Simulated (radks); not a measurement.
Results of a calculation; reference values are marked as such.
K I, configuration [Ar] 3d0.5 4p0.5 (fractional occupations, a model configuration). Code: a radial shooting solver on a logarithmic mesh with Libxc functionals. Model: non-relativistic Kohn-Sham, r2SCAN, spin-unpolarised, spherical densities, point nucleus; meta-GGA in the generalised Kohn-Sham scheme.

Unscreened Slater integrals over Kohn-Sham orbitals (hartree).

| integral | value |
|---|---|
| F0(3d,3d) | 0.10222 |
| F2(3d,3d) | 0.043490 |
| F4(3d,3d) | 0.026904 |
| F0(3d,4p) | 0.11058 |
| F2(3d,4p) | 0.050078 |
| G1(3d,4p) | 0.063268 |
| G3(3d,4p) | 0.037132 |
| F0(3d,3p) | 0.15984 |
| F2(3d,3p) | 0.028346 |
| G1(3d,3p) | 0.027456 |
| G3(3d,3p) | 0.015676 |
| F0(3d,3s) | 0.16142 |
| G2(3d,3s) | 0.018199 |
| F0(4p,4p) | 0.12259 |
| F2(4p,4p) | 0.064282 |
| F0(4p,3p) | 0.16067 |
| F2(4p,3p) | 0.017077 |
| G0(4p,3p) | 0.0033564 |
| G2(4p,3p) | 0.0037151 |
| F0(4p,3s) | 0.16122 |
| G1(4p,3s) | 0.0042366 |
| F0(3p,3p) | 0.63356 |
| F2(3p,3p) | 0.31727 |
| F0(3p,3s) | 0.66711 |
| G1(3p,3s) | 0.44211 |
| F0(3s,3s) | 0.70620 |

Derived for the open shells (J is the average intra-shell exchange parameter used in DFT+U). 3d: Racah B = F2/49 - 5 F4/441 = 0.0005825 hartree, C = 35 F4/441 = 0.002135 hartree, C/B = 3.67, F4/F2 = 0.619, J = (F2 + F4)/14 = 0.005028 hartree. 4p: J = F2/5 = 0.01286 hartree.
